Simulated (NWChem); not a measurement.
Species: AlH2OF; SMILES [OH][AlH][F]

```xyz
5

Al    -0.4803     0.0476     0.0000
H     -2.0277    -0.1871     0.0000
F      0.5643    -1.2476     0.0000
O      0.1306     1.6228     0.0000
H      1.0491     1.8954     0.0000
```
Atoms are numbered in this order, from 1.

Computed with NWChem. Pople sets run with spherical d functions. The geometry was optimised at PBE0/def2-SVP. Core excitations by TDA in a window of 1s orbitals, non-relativistic and unshifted: absolute energies depend strongly on the exact-exchange share.

| level | first 1s excitation (eV) | dipole oscillator strength of the first | first state with f > 0.002 (eV) | dipole oscillator strength of that state |
|---|---|---|---|---|
| O K edge, BHandHLYP/cc-pVTZ | 531.5 | 0.0100 | 531.5 | 0.0100 |
| O K edge, B3LYP/6-311G** | … | 0.0102 | … | 0.0102 |
| Al K edge, PBE/def2-TZVP | 1506.0 | 0.0034 | 1506.0 | 0.0034 |
| Al K edge, PBE0/def2-TZVP | 1525.4 | 0.0055 | 1525.4 | 0.0055 |

Q: Some entries are withheld; supply them.

A: 
- O K edge, B3LYP/6-311G**, first 1s excitation (eV): 517.9
- O K edge, B3LYP/6-311G**, first state with f > 0.002 (eV): 517.9
